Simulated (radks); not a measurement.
Q: The mean radii <r> (bohr) of the occupied orbitals of an atom or ion are listed with their occupations. All-electron calculation, scalar-relativistic Kohn-Sham, Wu-Cohen GGA, spin-polarised, spherical densities, finite nucleus; Fermi nuclear charge, rms radius of each element as measured or else 0.836 A^(1/3) + 0.57 fm. Program: a radial shooting solver on a logarithmic mesh with Libxc functionals.

orbital  occ.      <r>
1s up       1  0.07688
1s down     1  0.07688
2s up       1   0.3644
2s down     1   0.3643
2p up       3   0.3275
2p down     3   0.3275
3s up       1    1.122
3s down     1    1.125
3p up       3    1.202
3p down     2    1.207

Name the element and its charge. Open shells, if any, are filled with parallel spins first.

A: Z = 20, calcium, charge +3: Ca3+ in [Ne] 3s2 3p5. The 1s radius gives Z: for a bare nucleus <r> = (2 gamma + 1)/(2Z) with gamma = sqrt(1 - (Z/c)^2), 0.07446 bohr for Z = 20, and screening makes it slightly larger (0.07688 here). The occupations add up to 17, and the charge is Z minus that.
